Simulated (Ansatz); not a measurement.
Ideal-gas functions of `C[O][Mo](=[O])(=[S])[Cl]` at 400 K and 1 bar, from an Ansatz frequency run at PBE0-D4/def2-TZVP.

Molar mass 210.49 g/mol, point group C1 (symmetry number 1), electronic degeneracy 1, moments of inertia 284.786, 373.214, 449.185 u Å². Harmonic wavenumbers (cm⁻¹, unscaled): 44, 75, 109, 146, 183, 255, 269, 283, 433, 583, 626, 1053, 1134, 1164, 1178, 1465, 1480, 1484, 3039, 3124, 3132.

Use S(trans) = R[1.5 ln M + 2.5 ln T − 1.1517]; rotational temperatures θ = 24.2544 K / I; S(rot) = R[ln(√π/σ · √(T³/θAθBθC)) + 1.5]; for each mode x = 1.438777 ν̃/T, S = R[x/(eˣ − 1) − ln(1 − e⁻ˣ)] and H = RT x/(eˣ − 1); 1 cm⁻¹ = 0.0119627 kJ/mol; R = 8.31446 J/(mol·K).

Problem. By hand: the entropy, in J/(mol·K).

Solution. Translation 181.7. Rotation: θ = 0.0852, 0.065, 0.054 K, giving 125.7. Vibration, mode by mode: 23.65, 19.23, 16.15, 13.76, 11.94, 9.32, 8.91, 8.52, 5.42, 3.53, 3.13, 0.92, 0.73, 0.66, 0.64, 0.27, 0.26, 0.25, 0.00, 0.00, 0.00, in all 127.3. Electronic 0.0. Sum 434.7 J/(mol·K).

Problem. By hand: H − E and G − E in kJ/mol, counted from the electronic energy.

Solution. Zero-point energy ½ × 21259 × 0.0119627 = 127.2; thermal vibration 23.9; translation, rotation and pV give 4 RT = 13.3. H − E = 164.4 kJ/mol, and G − E = 164.4 − 400 × 434.7/1000 = -9.5 kJ/mol.

Vibration gives 29 % of the entropy, 72.8 J/(mol·K) of it from the modes under 150 cm⁻¹: soft modes count most, and the harmonic formula is weakest for them. The sum counts one conformer and one mirror image; others add a mixing term.
